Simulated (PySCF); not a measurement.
Compound: C7H8O2S.
Atom-mapped SMILES: `[O:1]=[C:2]([OH:3])[CH2:4][CH2:5][c:6]1[cH:7][cH:8][cH:9][s:10]1`

Cartesian coordinates in Å at the GFN2-xTB level; atoms count from 1:
```
atom  x, y, z in Å
O1     1.9719    0.0325    1.1711
C2     2.0372    0.4426    0.0448
O3     2.4729    1.6739   -0.2498
C4     1.6742   -0.3303   -1.1993
C5     0.5325   -1.3172   -0.9234
C6    -0.7358   -0.5920   -0.6279
C7    -1.2901   -0.3143    0.5809
C8    -2.4828    0.4405    0.4863
C9    -2.8168    0.7297   -0.7947
S10   -1.6819    0.0865   -1.9162
H11    2.7146    2.1531    0.5586
H12    1.4050    0.3751   -1.9860
H13    2.5675   -0.8747   -1.5156
H14    0.4016   -1.9619   -1.7942
H15    0.8002   -1.9317   -0.0621
H16   -0.8566   -0.6354    1.5106
H17   -3.0618    0.7502    1.3379
H18   -3.6605    1.2798   -1.1621
```

NICS is the negative of the GIAO shielding at a point without a nucleus: at the ring centre (0) and 1 Å above and below it (1); zz is the component along the ring normal. Level: GIAO PBE0/pcSseg-1 (PySCF, non-relativistic, gas phase) on the GFN2-xTB geometry, one conformer.

Ring bond lengths (Å), with Mayer bond orders in brackets: C6–C7 1.358 (1.58), C7–C8 1.415 (1.26), C8–C9 1.355 (1.59), C9–S10 1.720 (1.16), S10–C6 1.736 (1.15).

Question: Give the NICS values of each ring in ppm.

Answer: 
| ring | type | NICS(0) | NICS(1), two faces | NICS(1)zz, two faces | rms pucker (Å) | centre to ring atoms, mean (Å) |
| --- | --- | --- | --- | --- | --- | --- |
| C6–C7–C8–C9–S10 | 5-membered ring with S; formal bonds all aromatic | -12.2 | -11.1 / -10.9 | -25.3 / -26.1 | 0.00 | 1.29 |

Question: What do they say, and how far can they be read as aromaticity?

Answer: 
- C6–C7–C8–C9–S10: mean NICS(1)zz -25.7 ppm, shielded. For a flat ring without four-coordinate atoms the NICS criterion counts such a value as aromatic.

Question: And the bond-length index? HOMA = 1 − mean of α(R − Ropt)² over the ring bonds, with Krygowski's 1993 parameters (CC: Ropt 1.388 Å, α 257.7 Å⁻²; CS: Ropt 1.677 Å, α 94.09 Å⁻²).

Answer: 
- C6–C7–C8–C9–S10: HOMA 0.76; the largest term is that of S10–C6, α(R − Ropt)² = 0.33. The geometric and the magnetic index point the same way.

Question: What is the mean of the two in-plane components of NICS at the first NICS(1) probe listed for ring C6–C7–C8–C9–S10, 1 Å off the ring?

Answer: The isotropic value is a third of the trace: (3 × -11.1 − (-25.3))/2 = -4.0 ppm.

Question: List the ring angles and the Hirshfeld charges of the ring atoms.

Answer: 
- C6–C7–C8–C9–S10: C6 111.0° (-0.025 e), C7 113.2° (-0.077 e), C8 112.6° (-0.075 e), C9 111.9° (-0.089 e), S10 91.3° (+0.093 e); sum 540.0° against 540° for a flat convex ring.

Question: How shielded are the nuclei of the rings and their hydrogens (means over atoms taken as equivalent)?

Answer: 
```
atoms                        environment  σ isotropic (ppm)
   C6        substituted aromatic carbon               33.2
   C7                 aromatic CH carbon               54.4
   C8                 aromatic CH carbon               55.7
   C9  aromatic CH next to a ring sulfur               53.9
  S10              thiophene-type sulfur              282.3
  H16                  aromatic hydrogen              24.60
  H17                  aromatic hydrogen              24.73
  H18                  aromatic hydrogen              24.65
```
